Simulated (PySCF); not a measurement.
BaI2, SMILES [I][Ba][I].

The structure is a stationary point at B3LYP-D3(BJ)/def2-SVP. The def2 effective core potentials stand for the cores of Ba, I; spin–orbit coupling is left out.

Two levels are set side by side: PBE/def2-TZVPD (PySCF) and PBE0/def2-TZVPD (PySCF). Same geometry, gas phase. Differences are taken from unrounded values.

```csv
quantity,PBE
orbital gap (eV),3.00
highest occupied level (eV),-5.76
lowest empty level (eV),-2.76
dipole moment (D),5.86
mean polarisability (bohr³),135.5
```

### Question
These are the PBE values. What does PBE0 give? (The exact figures need the calculation; the answer reports its results.)

### Answer

| quantity | PBE0 | PBE minus PBE0 |
|---|---|---|
| orbital gap (eV) | 4.62 | -1.62 |
| highest occupied level (eV) | -6.81 | 1.05 |
| lowest empty level (eV) | -2.19 | -0.57 |
| dipole moment (D) | 6.12 | -0.26 |
| mean polarisability (bohr³) | 126.1 | 9.4 |

PBE's occupied levels lie high since its potential decays too fast outside the molecule; exact exchange lowers them and widens the gap. PBE's more diffuse valence density responds more strongly to a field. Differences between two approximate levels are no errors against the true value.

Rough cost on one machine, each run with all the roots and properties that it gave: PBE0 against PBE within a factor of 2.
